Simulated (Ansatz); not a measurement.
`O[Si]Br` + `CNC` → `CN(C)[Si]Br` + H₂O at 700 K and 1 bar (ligand exchange at the Si–O bond).

Gas-phase electronic energies from Ansatz, PBE0-D4/def2-TZVP geometries. CCSD(T)/CBS adds triple-zeta CCSD(T) − MP2 to the extrapolated MP2 energy (def2 sets, frozen cores). This one scheme is used for every species. For Br outer-core shells are correlated without core-valence functions, which leaves a few kJ/mol of doubt a bond. Scalar relativity is left out up to krypton. One conformer a species, not always the lowest.

| species | CCSD(T)/CBS energy (Eh) | H − E (kJ/mol) | S (J/(mol·K)) |
| --- | --- | --- | --- |
| `O[Si]Br` | -2938.23569 | 79.1 | 346.3 |
| `CNC` | -135.00321 | 296.9 | 352.4 |
| `CN(C)[Si]Br` | -2996.85389 | 296.9 | 466.3 |
| H₂O | -76.37941 | 80.5 | 218.4 |

H − E and S are ideal-gas, rigid-rotor, harmonic terms from PBE0-D4/def2-TZVP, for one conformer and one mirror image of each species. 1 Eh = 2625.50 kJ/mol, R = 8.31446 J/(mol·K).

By hand: ΔE, ΔH, ΔS and ΔG.

ΔE = (-2996.85389) + (-76.37941) − (-2938.23569) − (-135.00321) = 0.00560 Eh = 14.7 kJ/mol. Δ(H − E) = 296.9 + 80.5 − 79.1 − 296.9 = 1.4, so ΔH = 16.1 kJ/mol. ΔS = 466.3 + 218.4 − 346.3 − 352.4 = -14.0 J/(mol·K). ΔG = 16.1 − 700 × (-14.0)/1000 = 25.9 kJ/mol.

By hand: the equilibrium constant, and the temperature at which ΔG would vanish if ΔH and ΔS stayed fixed.

log₁₀ K = −ΔG/(RT ln 10) = -1.9. ΔH and −TΔS have one sign here, so there is no such temperature.

TΔS isn't small against ΔH here. A doubt of 5 kJ/mol in ΔE shifts log₁₀ K by 0.4 here. Other conformers and mirror images would add mixing entropy, several J/(mol·K) or more a flexible species. These are equilibria of isolated gas molecules and say nothing of rates. Largest T1 diagnostic: 0.012 (customary marks: 0.02 for closed shells, 0.045 for open ones).
